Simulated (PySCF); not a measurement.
## Structure from NMR data

Molecular formula: C6H5F. Simulated spectra:

¹H NMR (300 MHz, computed): δ 6.94 (m, 1H), 6.82 (m, 1H), 6.81 (m, 1H), 5.40 (br s, 1H), 5.21 (br s, 1H).

¹³C{¹H} NMR (computed): δ 151.4 (C), 149.8 (CH), 148.2 (CH), 145.5 (CH), 132.7 (C), 107.0 (CH2).

Calculated, not measured (PySCF): GFN2-xTB structure, shieldings: GIAO PBE0/pcSseg-1. One computed conformer, non-relativistic, gas phase.

Chemical shifts δ = σref − σ; ¹H (31.72 ppm), ¹³C (186.93 ppm) vs TMS, all at this level.

Problem. Choose the structure that fits.
A. C=C1C=C/C1=C/F
B. FC1=C[C@@H]2C=C[C@H]12
C. Fc1ccccc1

Solution. A. 

Rings plus π bonds: 4 (1 ring in the answer). 6 carbon signals for 6 carbons: no two carbons are equivalent. Carbon types of the structure: 2 × C, 3 × CH, 1 × CH2, which accounts for all hydrogens. δC 151.4, 132.7: fully substituted alkene carbon; as expected for a trigonal carbon in a double bond. δC 149.8, 148.2, 145.5: alkene CH; an sp2 carbon of a C=C bond. δC 107.0: terminal =CH2 carbon; as expected for a trigonal carbon in a double bond. δH 6.94, 6.82, 6.81: hydrogen on an alkene CH; attached to an sp2 carbon and in the plane of the double bond. δH 5.40, 5.21: hydrogen on a terminal =CH2 carbon; attached to an sp2 carbon and in the plane of the double bond.

The others: FC1=C[C@@H]2C=C[C@H]12 has carbons computed at 178.6, 156.2, 152.8, 118.3, 57.0, 40.2, with a different DEPT pattern; Fc1ccccc1 would give 4 carbon signals, not 6.

Splittings by ¹⁹F in the carbon and heteronuclear signals aren't shown, as no couplings were computed. Shifts are as computed. Against solution values, carbons near 30 ppm lie about +3 ppm off and those near 130 ppm about +5 ppm (rms about the fit 2.1 ppm; single classes can miss by 10 ppm). Of 1328 compounds with measured shifts, 309 miss one by over three times the rms of a fit or turn the order of signals round; such compounds aren't used in these exercises. Signals without a measured value on file couldn't be tested in this way; 1H shifts scatter by 0.2 ppm about their fit, and single ones miss by 0.5 ppm. No couplings were computed; multiplicities are counted from neighbouring protons, with m where these are inequivalent, close in shift, in a saturated or five-membered ring or joined by F or P, and br s for small geminal =CH2 splittings.
